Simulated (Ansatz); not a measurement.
Consider the ligand exchange at the Si–S bond: `C[Si]S` + HBr → `C[Si]Br` + H₂S.

Gas-phase electronic energies from Ansatz, PBE0-D4/def2-TZVP geometries. CCSD(T)/CBS is the MP2 limit (def2-TZVPP, def2-QZVPP) plus CCSD(T) − MP2 in def2-TZVPP, frozen cores. This one scheme is used for every species. DFT in def2-TZVPP. B3LYP here is the variant with VWN-RPA as its local correlation; programs differ in this. For Br outer-core shells are correlated without core-valence functions, which leaves a few kJ/mol of doubt a bond. Scalar relativity is left out up to krypton. One conformer a species, not always the lowest.

`C[Si]S`:

Cartesian coordinates in Å:
```
C 0.149 0.960 -0.473
Si -0.959 -0.575 -0.317
S 0.298 -1.616 1.054
H 1.214 0.804 -0.287
H -0.217 1.689 0.263
H 0.018 1.422 -1.456
H -0.502 -2.684 1.217
```

HBr:

Z-matrix (Å, degrees):
```
Br
H 1 1.420
```

`C[Si]Br`:

Cartesian coordinates in Å:
```
C -0.070 -0.396 -0.473
Si 1.245 0.419 0.609
Br -0.128 1.651 1.921
H -0.756 -0.985 0.146
H 0.385 -1.051 -1.221
H -0.676 0.362 -0.982
```

H₂S:

Cartesian coordinates in Å:
```
S -0.290 -0.246 0.489
H 0.490 -0.749 -0.479
H -0.201 0.996 -0.010
```

CCSD(T)/CBS gives -4.7 kcal/mol.

Another level gave -2.6 kcal/mol. Which?
A. B3LYP/def2-TZVPP
B. LDA (SPW92)/def2-TZVPP
C. HF/def2-TZVPP
D. PBE0-D4/def2-TZVPP

B. LDA (SPW92) -2.6, B3LYP -5.0, PBE0-D4 -3.9, HF/def2-TZVPP -7.2 kcal/mol.

What do rigid-rotor, harmonic-oscillator terms from PBE0-D4/def2-TZVP frequencies (298.15 K, 1 bar) make of the CCSD(T)/CBS value? (Best estimate.)

Computed: ΔZPE = -0.2 kcal/mol, ΔH = -4.8 kcal/mol, ΔS = 12 J/(mol·K), ΔG = -5.6 kcal/mol.

Largest T1 diagnostic among the species: 0.014.

Leaving LDA and LC-ωPBE aside and taking each functional with its dispersion term where it has one, the values, not all of them listed here, spread over 2.6 kcal/mol, from BHLYP-D4 to revPBE-D4. LDA lies +0.9 kcal/mol from PBE without D4. From BLYP to BHLYP (50 % exact exchange), in def2-TZVPP and without D4, ΔE moves by −1.0 kcal/mol.
